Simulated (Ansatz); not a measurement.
Cartesian coordinates in Å:
```
Cl 1.0748 0.2806 -0.7532
K -1.0748 -0.2806 0.7532
```

The species carries charge 0 and has multiplicity 1.

Task: List the PBE0/def2-TZVPP orbital energies in eV (the Gaussian-basis code of Ansatz). (Best estimate.)

Result: Computed: Occupied: -3537.51, -2763.51, -361.84, -288.72, -288.72, -288.70, -255.34, -193.54, -193.53, -193.53, -38.55, -21.06, -21.05, -21.05, -18.47, -6.20, -5.97, -5.97. Lowest empty: -1.32, 0.46, 0.46, 0.84, 1.29, 2.05, 2.05, 2.76.
